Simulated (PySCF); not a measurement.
(LiCl)2 ring, Li2Cl2.
Cartesian coordinates in Å at the PBE0-D3(BJ)/def2-SVP level; atoms count from 1:
```
atom  x, y, z in Å
Li1   -0.4610   -0.2702    1.1881
Cl2    0.8576   -1.5315   -0.0166
Li3    0.4609    0.2704   -1.1881
Cl4   -0.8575    1.5313    0.0167
```

Level of theory: PySCF 2.14.0, PBE0-D3(BJ)/def2-SVP geometry optimisation, gas phase.

Masses are those of the commonest isotopes; rigid-rotor values at the optimised geometry. The values belong to one conformer.

(1) Give the principal moments of inertia and the rotational constants in MHz.

(2) Classify the top.

(3) Is it planar, by Δ = Ic − Ia − Ib?

## Answers

(1) Ia = 23.82, Ib = 215.46, Ic = 239.28 u·Å²; 505379 MHz·u·Å²/I gives A = 21221, B = 2346, C = 2112 MHz.

(2) A near-prolate asymmetric top: κ = (2 × 2346 − 21221 − 2112)/(21221 − 2112) = -0.98.

(3) Planar: Δ = Ic − Ia − Ib = 0.00 u·Å². For a rigid frame Δ = −2 Σ m c², so it vanishes when all atoms lie in the ab plane; here none is more than 0.01 Å from it.

The point group D2h allows no dipole (computed: 0.00 D), so a rigid rotor has no electric-dipole lines.

Q: Estimate the classical rotational partition function at 25 K, 200 K and 500 K.

A: Point group D2h, symmetry number σ = 4; q = (√π/σ)·√((kT/h)³/(ABC)), k/h = 20836.6 MHz/K: 514 at 25 K, 11600 at 200 K, 46000 at 500 K.

Whether it is a minimum is left open (no frequencies). Zero-point vibration and centrifugal distortion are left out. Quadrupole hyperfine structure (7Li, 35Cl) is left out.
